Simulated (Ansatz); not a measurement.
Consider the redistribution: `[OH][Zr]([OH])([F])[F]` + `N[SiH](Cl)Br` → `[OH][Zr]([F])([F])[Br]` + `N[SiH](O)Cl`.

Program: Ansatz. Geometries: PBE0-D4/def2-TZVP. ΔE: electronic, gas phase. CCSD(T)/CBS adds triple-zeta CCSD(T) − MP2 to the extrapolated MP2 energy (def2 sets, frozen cores). DFT in def2-TZVPP. Elements past krypton have def2 core potentials. For Br, Zr outer-core shells are correlated without core-valence functions, which leaves a few kJ/mol of doubt a bond. Scalar relativity is left out up to krypton. Each species was taken in one conformer, which may not be the lowest.

CCSD(T)/CBS gives -11.3 kcal/mol.

Another level gave -12.8 kcal/mol. Which?
A. HF/def2-TZVPP
B. revPBE-D4/def2-TZVPP
C. RPA@PBE/def2-TZVPP
D. ωB97X-V/def2-TZVPP

C. RPA@PBE/def2-TZVPP -12.8, ωB97X-V -10.9, revPBE-D4 -9.4, HF/def2-TZVPP -15.0 kcal/mol.

Largest T1 diagnostic among the species: 0.017.

From PBE to PBE0 (25 % exact exchange), in def2-TZVPP and without D4, ΔE moves by −1.2 kcal/mol. Leaving LDA and LC-ωPBE aside and taking each functional with its dispersion term where it has one, the values, not all of them listed here, spread over 3.6 kcal/mol, from B97M-V to revPBE-D4.
